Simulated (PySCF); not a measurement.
Rotational lines of BRh

Lines J+1 ← J of the vibrational ground state, computed from RHF-CCSD(T) constants of BRh, ¹Σ⁺ (singlet), closed shell (basis B x2c-TZVPPall, Rh x2c-TZVPPall; spin-free X2C with a Gaussian nucleus; PySCF 2.14; masses 11.0093 and 102.9055 u), in MHz:

| J | ν (MHz) |
| --- | --- |
| 0 | 35361.6 |
| 1 | 70722.6 |
| 2 | 106082.2 |
| 3 | 141439.9 |
| 4 | 176795.0 |

Problem. Find B0 and the effective bond length r0; with αe = 0.00378 cm⁻¹, find Re.

Solution. ν = 2B0(J+1) − 4D(J+1)³ gives B0 = 0.58977 cm⁻¹. With the reduced mass μred = 9.9453 u, r0 = √(16.8576/(μred·B0)) (u, cm⁻¹, Å) = 1.6953 Å. Be = B0 + αe/2 = 0.59166 cm⁻¹ gives Re = 1.693 Å.

Correlated steps freeze 15 core orbitals. These are scalar-relativistic numbers at best; spin–orbit coupling would shift them, the dissociation energy most. Where the molecule has an RHF reference, its open-shell atoms are computed with UHF. The CCSD T1 diagnostic is raised, a sign that a single reference may not be enough here.
